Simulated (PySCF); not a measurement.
Species: C5H4F3PS.
Bonds: C1–C2, C2–P3 (aromatic), P3–C4 (aromatic), C4–C5 (aromatic), C5–C6, C6–F7, C6–F8, C6–F9, C5–S10 (aromatic), C2–S10 (aromatic). Hydrogens: H11, H12, H13 on C1; H14 on C4.

Probes without a nucleus sit at each ring's centroid and 1 Å off its mean plane on both sides; NICS is minus the shielding there, NICSzz its component along the normal. Level: GIAO PBE0/pcSseg-1 (PySCF, non-relativistic, gas phase) on the GFN2-xTB geometry, one conformer.

Ring bond lengths (Å), with Mayer bond orders in brackets: C2–P3 1.719 (1.43), P3–C4 1.762 (1.15), C4–C5 1.359 (1.57), C5–S10 1.721 (1.13), S10–C2 1.728 (1.15).

Q: What do the NICS probes read (ppm)?

A: 
| ring | type | NICS(0) | NICS(1), two faces | NICS(1)zz, two faces | rms pucker (Å) | centre to ring atoms, mean (Å) |
| --- | --- | --- | --- | --- | --- | --- |
| C2–P3–C4–C5–S10 | 5-membered ring with P and S; formal bonds all aromatic | -10.4 | -10.7 / -10.5 | -23.0 / -22.5 | 0.00 | 1.40 |

Q: What do they say, and how far can they be read as aromaticity?

A: 
- C2–P3–C4–C5–S10: mean NICS(1)zz -22.7 ppm, shielded.

Q: What does the geometric index give? HOMA = 1 − mean of α(R − Ropt)² over the ring bonds, with Krygowski's 1993 parameters (CC: Ropt 1.388 Å, α 257.7 Å⁻²; CP: Ropt 1.698 Å, α 118.91 Å⁻²; CS: Ropt 1.677 Å, α 94.09 Å⁻²).

A: 
- C2–P3–C4–C5–S10: HOMA 0.76; the largest term is that of P3–C4, α(R − Ropt)² = 0.49.

Q: Give the inner angles of the rings and the Hirshfeld charges of the ring atoms.

A: 
- C2–P3–C4–C5–S10: C2 118.0° (-0.062 e), P3 93.1° (+0.071 e), C4 117.3° (-0.120 e), C5 117.2° (-0.072 e), S10 94.4° (+0.136 e); sum 540.0° against 540° for a flat convex ring.

The values belong to the conformer `[CH3:1][c:2]1[p:3][cH:4][c:5]([C:6]([F:7])([F:8])[F:9])[s:10]1`: C4–C5–C6–F7 -161°.
